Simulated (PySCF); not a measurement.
Compound: FeI₂ (quintet state).
Structure used (PBE0-D3(BJ)/def2-SVP), in Å, numbered top down from 1:
```
atom  x, y, z in Å
Fe1   -0.0004   -0.0002    0.0000
I2    -0.0832   -0.0502    2.4893
I3     0.0836    0.0504   -2.4892
```

Level of theory: PySCF 2.14.0, PBE0-D3(BJ)/def2-SVP geometry optimisation, gas phase, def2 core potentials past Kr.

Masses are those of the commonest isotopes; rigid-rotor values at the optimised geometry. 

What are the moment of inertia and the rotational constant?

I = 1575.101 u·Å², B = 505379 MHz·u·Å²/I = 320.9 MHz (0.0107 cm⁻¹, or 0.015 K as hB/k).

If the electronic state has orbital angular momentum about the axis (Π, Δ; not determined here), the simple ladder of levels BJ(J+1) doesn't apply.

No frequency check. ⟨S²⟩ = 6.013 (exact for a quintet: 6.00). No vibrational averaging or centrifugal distortion is included, and the geometry carries the error of its method.

For an open-shell metal species like this, the optimisation's SCF solution wasn't tested for stability and no frequencies at its level were run, so a lower state or another shape may exist.
